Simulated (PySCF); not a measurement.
## Two-component Hartree-Fock for B⁺ (boron, charge +1)

Start: [He] 2s2. Calculated with PySCF 2.14 in x2c-TZVPPall-2c: generalised Hartree-Fock with the X2C-1e Hamiltonian and a Gaussian nucleus; one run each with spin-orbit coupling (SO) switched off, then screened by Boettger's factors.

```json
{"spinor shell": "1s1/2", "electrons": "2", "ε, spin-free (eV)": "-222.81", "ε, screened SO (eV)": "-222.81", "weight of nominal j (screened SO)": "1.000", "rms radius, screened SO (bohr)": "0.378"}
{"spinor shell": "2s1/2", "electrons": "2", "ε, spin-free (eV)": "-23.781", "ε, screened SO (eV)": "-23.781", "weight of nominal j (screened SO)": "1.000", "rms radius, screened SO (bohr)": "1.96"}
```

```csv
quantity,spin-free,screened SO
E (hartree),-24.24366,-24.24366
M_J,0,0
⟨J²⟩,0.000,0.000
⟨L²⟩,0.000,0.000
⟨S²⟩,0.000,0.000
```

Without spin-orbit coupling the j labels of p, d and f shells carry no meaning; the spin-free column gives the mean over the occupied spinors of each nl shell.
